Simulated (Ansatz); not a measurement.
C2H6O2Si can be A, `CO[Si]OC`, or B, `O=COC[SiH3]`.

Isolated molecules relaxed with PBE0-D4/def2-TZVP in Ansatz; ΔE leaves out vibrations. CCSD(T)/CBS adds triple-zeta CCSD(T) − MP2 to the extrapolated MP2 energy (def2 sets, frozen cores). DFT in def2-TZVPP. B3LYP here is the variant with VWN-RPA as its local correlation; programs differ in this. One conformer a species, not always the lowest.

Task: Which isomer does CCSD(T)/CBS put lower? Give the gap. (Estimate.)

Result: The calculation gave: A, by 133.0 kJ/mol.

Task: Give E(B) − E(A) in kJ/mol with MP2/def2-TZVPP, CCSD(T)/def2-TZVPP, PBE-D4, B3LYP, PBE0-D4, ωB97M-V, r2SCAN-D4. (Estimate.)

Result: Ansatz gave: MP2/def2-TZVPP 127.4, CCSD(T)/def2-TZVPP 126.6, PBE-D4 112.0, B3LYP 129.4, PBE0-D4 117.7, ωB97M-V 136.2, r2SCAN-D4 110.4. None reverses the order clearly.

Largest T1 diagnostic: 0.015.

From PBE to PBE0 (25 % exact exchange), in def2-TZVPP and without D4, E(B) − E(A) moves by +5.8 kJ/mol. In def2-TZVPP, CCSD(T) changes the Hartree–Fock value by +4.3 kJ/mol (the triples alone add −5.2 kJ/mol) and MP2 by +5.0 kJ/mol.
